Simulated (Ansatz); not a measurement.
`C[NH][Al]([Cl])[Cl]` + HCl → aluminium trichloride + CH₃NH₂ at 400 K and 1 bar (ligand exchange at the Al–N bond).

Computed with Ansatz on PBE0-D4/def2-TZVP structures; ΔE is electronic, products minus reactants. CBS: MP2 limit from def2 TZ/QZ plus the TZ coupled-cluster correction, frozen cores. This one scheme is used for every species. Each species was taken in one conformer, which may not be the lowest.

```csv
species,CCSD(T)/CBS energy (Eh),H − E (kJ/mol),S (J/(mol·K))
`C[NH][Al]([Cl])[Cl]`,-1256.91293,185.2,395.2
HCl,-460.38127,29.6,195.4
`[Cl][Al]([Cl])[Cl]`,-1621.56364,36.7,335.2
CH₃NH₂,-95.75281,185.4,256.0
```

H − E and S are ideal-gas, rigid-rotor, harmonic terms from PBE0-D4/def2-TZVP, for one conformer and one mirror image of each species. 1 Eh = 2625.50 kJ/mol, R = 8.31446 J/(mol·K).

**Question.** By hand: ΔE, ΔH, ΔS and ΔG.

**Answer.** ΔE = (-1621.56364) + (-95.75281) − (-1256.91293) − (-460.38127) = -0.02225 Eh = -58.4 kJ/mol. Δ(H − E) = 36.7 + 185.4 − 185.2 − 29.6 = 7.3, so ΔH = -51.1 kJ/mol. ΔS = 335.2 + 256.0 − 395.2 − 195.4 = 0.6 J/(mol·K). ΔG = -51.1 − 400 × (0.6)/1000 = -51.3 kJ/mol.

**Question.** By hand: the equilibrium constant, and the temperature at which ΔG would vanish if ΔH and ΔS stayed fixed.

**Answer.** log₁₀ K = −ΔG/(RT ln 10) = 6.7. ΔH and −TΔS have one sign here, so there is no such temperature.

The number of gas molecules stays the same, so ΔS is small and ΔH decides. A doubt of 5 kJ/mol in ΔE shifts log₁₀ K by 0.7 here. Other conformers and mirror images would add mixing entropy, several J/(mol·K) or more a flexible species. These are equilibria of isolated gas molecules and say nothing of rates. Largest T1 diagnostic: 0.009 (customary marks: 0.02 for closed shells, 0.045 for open ones).

ΔS is within the doubt of such terms, so its sign, and with it that verdict, could turn.
